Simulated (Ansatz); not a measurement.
Isolated molecules relaxed with PBE0-D4/def2-TZVP in Ansatz; ΔE leaves out vibrations. CCSD(T)/CBS adds triple-zeta CCSD(T) − MP2 to the extrapolated MP2 energy (def2 sets, frozen cores). DFT in def2-TZVPP. One conformer a species, not always the lowest.

Consider the redistribution: `[SiH3]O[SiH](Cl)Cl` + `C=C[SiH2]S[SiH](F)F` → `C=C[SiH2]S[SiH](Cl)Cl` + `F[SiH](F)O[SiH3]`.

```
                species  r2SCAN energy (Eh)
   `[SiH3]O[SiH](Cl)Cl`         -1577.14513
  `C=C[SiH2]S[SiH](F)F`         -1256.80920
`C=C[SiH2]S[SiH](Cl)Cl`         -1977.44984
     `F[SiH](F)O[SiH3]`          -856.50732
```

**Question.** Work out ΔE.

**Answer.** ΔE = (-1977.44984) + (-856.50732) − (-1577.14513) − (-1256.80920) = -0.00283 Eh = -1.8 kcal/mol. CCSD(T)/CBS gives -3.1 kcal/mol.

Largest T1 diagnostic among the species: 0.012.

In def2-TZVPP, CCSD(T) changes the Hartree–Fock value by −1.2 kcal/mol (the triples alone add −0.2 kcal/mol) and MP2 by −2.1 kcal/mol. The D4 term adds −1.1 kcal/mol with B3LYP and −0.7 kcal/mol with PBE0; it sums over pairs of atoms, weighted by their polarisabilities, and B3LYP, whose exchange is more repulsive, gets the larger term.

B3LYP here is the variant with VWN-RPA as its local correlation; programs differ in this.
